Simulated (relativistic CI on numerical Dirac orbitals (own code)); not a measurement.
**Hyperfine structure of Tl⁶⁹⁺, mass number 204**

Computed by Dirac-Coulomb-Breit CI, orbitals from a KLI potential per configuration, model QED, unscaled Slater integrals (own radial code, finite nucleus).

Configuration list (outside the closed core [Ne]): 3s2, 3s 3p, 3p2, 3s 3d, 3d2, 3p 3d, 3p 4s, 3d 4s, 3s 4s, 3s 4p, 3s 4d, 3s 4f, 3s 5s, 3s 5p, 3s 5d, 4s2. Levels of other configurations are missing.

Nuclear spin I = 2, μ = 0.09 μN (tables of Stone and Pyykkö). The electronic factors are computed for point nuclear moments, without core polarisation or the Bohr-Weisskopf and QED corrections.

```csv
Level,E (Ry),A (GHz)
3s 3p 3P°_1,13.2394,285.9
3s 3p 3P°_2,53.7294,118.3
3s 3p 1P°_1,56.8328,-89.3
3p2 1D_2,68.7377,58.11
3p2 3P_1,68.9965,-18.82
3s 3d 3D_1,71.3632,-98.5
3s 3d 3D_2,72.6266,96.19
3s 3d 3D_3,80.6509,74.37
```

Levels with J = 0, under 50 % of one LS term, or S terms without an open s electron are left out. Small factors come from cancelling terms and can be off by tens of per cent or more.

At this charge energies of transitions that change n are usually good to better than 1 %, and those within a shell (Δn = 0) to a few per cent.

Problem. Give the hyperfine levels of 3s 3p 3P°_1 relative to its centre of gravity.

Solution. With K = F(F + 1) − I(I + 1) − J(J + 1), E = AK/2: F = 1: -857.7, F = 2: -285.9, F = 3: 571.8 GHz.

LS names give the leading component of a level, which can be under half, so a name can repeat, a term be missing and a line seem to break the LS rules.
